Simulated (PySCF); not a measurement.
Coordinates in bohr (charge -1 multiplicity 3):
```
Rh    0.0000    0.0000   -0.0205
H     3.0811   -0.2631    0.5239
H    -0.2631    3.0811    0.5239
H    -3.0811    0.2631    0.5239
H     0.2631   -3.0811    0.5239
```

All numbers come from UPBE0/[Rh def2-TZVPD with ECP28, H def2-TZVPD], scalar-relativistic core potentials, density fitting, no spin–orbit coupling, PySCF.

This geometry of RhH₄⁻ is a stationary point at this level.

(1) What is the point group?

(2) Is it a minimum?

(3) Which band is strongest in the infrared?

(4) What are the dipole moment and the gap between the highest occupied and lowest empty levels of either spin?

## Answers

(1) C2v.

(2) No: it has 2 imaginary modes, at 1097i cm⁻¹ (b1), 977i cm⁻¹ (a2).

(3) 1560 cm⁻¹ (b1), 987 km/mol.

(4) 1.27 D about the centre of mass and 2.93 eV.

This need not be the most stable arrangement of these atoms. Other spin states or occupations of the open shell can lie lower. The lowest empty level of this anion is unbound, so it and the gap depend on the basis. At this level a singlet minimum of C2v symmetry lies 138 kJ/mol below this structure.
